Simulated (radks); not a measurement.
Values are calculated unless marked as measured or tabulated.
Problem. These are the eigenvalues of the occupied orbitals of an atom or ion with whole-number occupations (eV). Code: a radial shooting solver on a logarithmic mesh with Libxc functionals. Model: non-relativistic Kohn-Sham, LDA (Slater exchange, Perdew-Wang correlation), spin-unpolarised, spherical densities, point nucleus.

orbital  eigenvalue
1s        -75926.74
2s        -18402.14

Which element is it, and in what charge state? The configuration may be excited.

Solution. Z = 76, osmium, charge +72: Os72+ in [He] 2s2. The 1s level, -2790.3 hartree, gives Z - s = 74.7 by -(Z - s)^2/2, which with screening narrows Z to a few neighbours, and the depths must fix Z and the occupations together.
